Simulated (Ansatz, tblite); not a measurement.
Removing and adding an electron: the cluster B4N3. The state is a doublet with charge 0. Geometry: PBE-D4/def2-SVP. Ansatz, gas phase; energy differences of separate SCF runs; the oxidised species is a singlet (the triplet lies 2.86 eV higher at PBE0-D4/def2-TZVP); the reduced species is a singlet (the triplet lies 0.68 eV higher at PBE0-D4/def2-TZVPD).

Cartesian coordinates in Å:
```
B -0.258 0.096 -1.174
B 0.507 -1.295 -0.204
B -0.322 1.014 0.570
B 0.456 -0.551 1.210
N -0.685 1.311 -0.714
N 0.090 0.594 1.834
N 0.211 -1.170 -1.520
```

The xTB rows come from tblite. The structure comes from a short search, and lower isomers may exist.

```csv
level,−HOMO (eV),vertical IE (eV),−LUMO (eV),vertical EA (eV),HOMO–LUMO gap (eV),IE − EA (eV),remarks
GFN1-xTB,–,12.60,–,5.95,–,6.66,–
GFN2-xTB,–,12.08,–,4.69,–,7.39,–
PBE-D4/def2-TZVP,4.98,7.93,4.22,–,0.76,–,–
PBE-D4/def2-TZVPD,5.00,–,4.24,1.58,0.76,–,HOMO above zero (-1 singlet)
PBE0-D4/def2-TZVP,5.96,8.03,3.37,–,2.59,–,–
PBE0-D4/def2-TZVPD,5.97,–,3.39,1.58,2.58,–,HOMO above zero (-1 singlet)
ωB97M-V/def2-TZVP,7.69,7.80,1.49,–,6.20,–,–
ωB97M-V/def2-TZVPD,7.71,–,1.54,1.53,6.17,–,–
```

   A HOMO above zero means that the electron is unbound at that level or that self-interaction error raises the level; the energy of removing that electron tells which. HOMO and LUMO are the levels of the spin that leaves or enters (xTB has no such levels and no spin-polarisation term). Other spin states of the ions may lie lower, which would lower the ionisation energy or raise the affinity. Raw xTB energy differences between charge states are shifted by several eV; the methods need an empirical correction for them.
